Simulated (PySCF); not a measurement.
Electronic structure of Pd (palladium, neutral) at the PBE level

Configuration: [Kr] 4d10, closed-shell 1S. Calculation: PySCF 2.14, in aug-cc-pwCVTZ-DK with one added diffuse shell each of s, p, d, f, g type (12s11p9d5f4g, 161 functions); scalar relativity by spin-free X2C-1e.

* Total energy: -5044.76 hartree
* One-electron energy: -6960.76 hartree
* Hartree (Coulomb) energy: 2061.02 hartree
* Exchange-correlation energy: -145.03 hartree
* ⟨S²⟩: 0.0000
* ⟨L²⟩: 0.000
* Sum of ⟨r⟩: 31.74 bohr
* Sum of ⟨r²⟩: 45.14 bohr²
* Langevin diamagnetic susceptibility: -35.8 ×10⁻⁶ cm³/mol
* Time after the integrals: 4.3 s of wall time on 2 threads of Neoverse-V1 (shared host)

| shell | electrons | mean orbital energy (hartree) | rms radius, mean of both spins (bohr) |
| --- | --- | --- | --- |
| 1s | 2 | -886.54924 | 0.0366 |
| 2s | 2 | -129.46587 | 0.150 |
| 2p | 6 | -116.13573 | 0.133 |
| 3s | 2 | -23.34167 | 0.406 |
| 3p | 6 | -18.95041 | 0.408 |
| 3d | 10 | -11.95050 | 0.391 |
| 4s | 2 | -3.13137 | 1.01 |
| 4p | 6 | -1.88075 | 1.12 |
| 4d | 10 | -0.14882 | 1.80 |

Densities and radii are taken from the X2C orbitals without a picture-change correction, which distorts them close to the nucleus.
